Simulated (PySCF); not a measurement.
**A series of derivatives of CCC[SiH2][SiH2]C#N**

Parent skeleton `[CH3:1][CH2:2][CH2:3][SiH2:4][SiH2:5][C:6]#[N:7]`; one hydrogen on atom 1 is replaced by X. Hydrogens on one atom are averaged.

[PySCF 2.14.0 with density-fitted response routines: shielding tensors at PBE0/pcSseg-1 (GIAO); geometry: GFN2-xTB; relativity neglected; rapidly exchanging positions averaged; one computed conformer; isolated molecule]

Referencing at the same level of theory: ¹³C (186.93 ppm) and ²⁹Si (349.16 ppm) and ¹H (31.72 ppm) vs TMS; ¹⁵N (267.73 ppm) vs NH3.

Parent (X = H): C1 21.1, C2 25.8, C3 14.3, Si4 -73.1, Si5 -104.3, C6 122.3, N7 369.5, H(C1) 1.22, H(C2) 1.49 ppm. Effects are Δδ = δ(X) − δ(H), positive for deshielding.

Task: Give Δδ (ppm) for X = Cl, F, NH2, ethynyl, propynyl, SH, OH, CN, CH3.

Result: 
```tsv
X	SMILES	C1	C2	C3	Si4	Si5	C6	N7	H(C1)	H(C2)
Cl	N#C[SiH2][SiH2]CCCCl	+31.2	+10.3	-4.1	-0.9	+0.2	-0.5	+1.1	+2.31	+0.31
F	N#C[SiH2][SiH2]CCCF	+68.1	+7.6	-5.0	+0.1	+5.2	+4.1	-3.1	+3.96	+0.50
NH2	N#C[SiH2][SiH2]CCCN	+32.2	+8.1	-3.3	-1.6	-0.1	+1.6	+1.1	+1.79	+0.33
ethynyl	C#CCCC[SiH2][SiH2]C#N	+3.8	+4.5	-3.8	-3.5	+0.2	-0.7	+1.6	+1.19	+0.03
propynyl	CC#CCCC[SiH2][SiH2]C#N	+4.2	+6.1	-4.7	-1.4	+0.1	+1.2	-8.2	+1.12	-0.04
SH	N#C[SiH2][SiH2]CCCS	+15.0	+10.2	-5.5	+1.2	+0.4	-0.2	+0.4	+1.44	+0.03
OH	N#C[SiH2][SiH2]CCCO	+48.5	+7.6	-5.4	+3.8	-2.2	-0.3	+0.3	+2.78	-0.09
CN	N#CCCC[SiH2][SiH2]C#N	+0.7	+3.0	-3.7	+1.5	+0.8	-0.4	+1.2	+1.19	+0.19
CH3	CCCC[SiH2][SiH2]C#N	+11.5	+8.0	-1.9	+1.4	-3.1	+0.1	-0.1	+0.21	-0.29
```

Task: Which position responds most, and to which substituents?

Result: C1: from +0.7 ppm with CN to +68.1 ppm with F.

Experimental scales use liquid or dissolved standards, which lie at an offset from isolated NH3 (liquid NH3: subtract about 20 ppm). Unscaled 15N shifts of sp2 nitrogen come out 20 to 40 ppm too high even then.
